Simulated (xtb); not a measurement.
Si(Br)(Me)(OH)(NMe2) (C₃H₁₀BrNOSi), SMILES Br[Si](N(C)C)(C)O. All values are semi-empirical tight-binding results from xtb (GFN2-xTB unless named), good for trends rather than for accurate numbers. Geometry optimised at GFN2-xTB. The values are those of a single conformer.

Task: Estimate the properties. (The exact figures need the calculation; the answer reports its results.)

Result: 
```json
{
  "orbital_gap": "5.85 eV",
  "zero_point_energy": "83.5 kcal/mol",
  "G − E(el) at 298.15 K (modified RRHO)": "60.1 kcal/mol",
  "static polarisability (D4 model)": "100.7 bohr³",
  "solvation energy, GFN2-xTB/ALPB(water)": "-5.2 kcal/mol",
  "solvation energy, GFN2-xTB/ALPB(acetone)": "-10.5 kcal/mol"
}
```
